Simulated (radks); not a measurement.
Results of a calculation; reference values are marked as such.
As+, 32 electrons, occupied as [Ar] 3d9.5 4s2 4p2 4d0.5 (fractional occupations, a model configuration). Code: a radial shooting solver on a logarithmic mesh with Libxc functionals. Model: scalar-relativistic Kohn-Sham, XLYP, spin-unpolarised, spherical densities, finite nucleus; Fermi nuclear charge, rms radius 4.0968 fm.

Radial electron density D(r) = 4 pi r^2 rho(r):

```
   r/bohr * D(r) (the largest magnitude, 47.8, reaches the edge; | marks zero)
 0.004369 |     *
 0.005086 |      *
 0.005921 |        *
 0.006893 |           *
 0.007961 |              *
 0.009268 |                 *
  0.01079 |                     *
  0.01256 |                         *
  0.01462 |                              *
  0.01702 |                                   *
  0.01982 |                                       *
  0.02289 |                                          *
  0.02664 |                                             *
  0.03102 |                                              *
  0.03611 |                                             *
  0.04204 |                                           *
  0.04894 |                                         *
  0.05697 |                                      *
  0.06579 |                                     *
   0.0766 |                                      *
  0.08917 |                                          *
   0.1038 |                                               *
   0.1208 |                                                    *
   0.1407 |                                                      *
   0.1638 |                                                    *
   0.1891 |                                               *
   0.2202 |                                      *
   0.2563 |                               *
   0.2984 |                           *
   0.3474 |                            *
   0.4045 |                                *
   0.4708 |                                  *
   0.5438 |                                 *
    0.633 |                            *
    0.737 |                     *
   0.8579 |              *
   0.9988 |         *
    1.163 |     *
    1.354 |    *
    1.563 |   *
     1.82 |  *
    2.119 | *
    2.466 | *
    2.871 |*
    3.343 |*
    3.891 *
    4.494 *
    5.232 *
    6.091 *
    7.091 *
    8.255 *
     9.61 *
    11.19 *
    12.92 *
```

D(r) has 3 maxima, at r = 0.0318, 0.143, 0.490 bohr, and minima at 0.0669, 0.311 bohr, inside which lie 2.08, 10.96 electrons.
